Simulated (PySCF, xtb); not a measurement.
O2Se, SMILES [Se](=O)=O.

GFN2-xTB (xtb) at its own geometry gives an orbital gap of 2.50 eV and a dipole moment of 3.24 D.

Geometry optimised at ωB97X-D3(BJ)/def2-TZVP.

What does PySCF with B3LYP/def2-TZVPD give? (The exact figures need the calculation; the answer reports its results.)

gap 4.65 eV (levels -9.04 and -4.39 eV), dipole 2.82 D.
